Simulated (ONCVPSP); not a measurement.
## Pt: excitation energies, all-electron against ONCV

ONCVPSP 4.0.1 input, shortened (lines: element, Z, core and valence counts, functional; n l f; lmax; l rc ep ncon nbas qcut; lloc lpopt rc5 dvloc0; l nproj debl; icmod fcfact rcfact), PBE, fully relativistic:

```
  Pt 78.00   10    4        4      upf
    1    0    2.00
    2    0    2.00
    2    1    6.00
    3    0    2.00
    3    1    6.00
    3    2   10.00
    4    0    2.00
    4    1    6.00
    4    2   10.00
    4    3   14.00
    5    0    2.00
    5    1    6.00
    5    2    9.00
    6    0    1.00
    2
    0    1.50    0.00    4    8    6.20
    1    1.15    0.00    3    7    6.20
    2    1.95    0.00    3    7    6.60
    4    5    0.75    0.00
    0    2    4.00
    1    2    2.20
    2    1    2.20
    3    4.50    1.10
```

Open shells are filled in proportion to 2j + 1.

Energies are relative to the spin-unpolarised reference configuration 5s2 5p6 5d9 6s1; without spin polarisation the order of configurations can differ from experiment.

| valence configuration | charge | ΔE all-electron (eV) | error AE − PS (meV) |
| --- | --- | --- | --- |
| 5s2 5p6 5d9 6s0 | +1 | 9.211 | -1.2 |
| 5s2 5p6 5d7 6s0 | +3 | 61.406 | +11 |
| 5s2 5p6 5d9.5 6s0.5 | 0 | -0.133 | 0.0 |

Problem. What are ΔE and the potential's error for 5s2 5p6 5d8 6s0?

Solution. ΔE = 29.192 eV all-electron; the error (AE − PS) is +0.9 meV.

Levels in the configuration 5s2 5p6 5d9 6s0:

```json
{"level": "5s j=1/2", "all-electron (eV)": "-109.799", "pseudo (eV)": "-109.855"}
{"level": "5p j=3/2", "all-electron (eV)": "-60.254", "pseudo (eV)": "-60.258"}
{"level": "5p j=1/2", "all-electron (eV)": "-75.144", "pseudo (eV)": "-75.159"}
{"level": "5d j=5/2", "all-electron (eV)": "-13.781", "pseudo (eV)": "-13.780"}
{"level": "5d j=3/2", "all-electron (eV)": "-15.151", "pseudo (eV)": "-15.152"}
```

Note: ghosts flagged at negative energy: s at -276.6 eV; GHOST(+) flagged for p3/2 at 92.4 eV, p1/2 at 154.3 eV. A true bound ghost makes a file unfit for plane-wave use.
